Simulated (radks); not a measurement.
The terbium ion Tb4+, 61 electrons, occupied as [Xe] 4f7. Calculated with a radial shooting solver on a logarithmic mesh with Libxc functionals: Dirac Kohn-Sham, LDA (Slater exchange, Perdew-Wang correlation), spin-unpolarised, spherical densities, point nucleus; open shells fill j = l - 1/2 first.

Radial electron density D(r) = 4 pi r^2 rho(r):

| r (bohr) | D(r) (e/bohr) |
|---|---|
| 0.001032 | 4.694 |
| 0.001365 | 7.358 |
| 0.001821 | 11.51 |
| 0.002428 | 17.66 |
| 0.003239 | 26.38 |
| 0.004285 | 37.70 |
| 0.005715 | 52.01 |
| 0.007623 | 67.54 |
| 0.01017 | 81.15 |
| 0.01345 | 88.53 |
| 0.01794 | 87.50 |
| 0.02393 | 80.95 |
| 0.03192 | 79.53 |
| 0.04223 | 91.94 |
| 0.05632 | 111.0 |
| 0.07512 | 112.5 |
| 0.1002 | 93.69 |
| 0.1326 | 88.62 |
| 0.1768 | 101.9 |
| 0.2358 | 85.26 |
| 0.3145 | 48.93 |
| 0.4162 | 46.97 |
| 0.5551 | 49.94 |
| 0.7404 | 30.32 |
| 0.9875 | 15.78 |
| 1.307 | 10.46 |
| 1.743 | 4.949 |
| 2.324 | 1.141 |
| 3.1 | 0.1040 |
| 4.102 | 0.003286 |

D(r) has 4 maxima, at r = 0.0149, 0.0661, 0.184, 0.504 bohr, and minima at 0.0288, 0.121, 0.363 bohr, inside which lie 2.01, 11.20, 29.45 electrons.
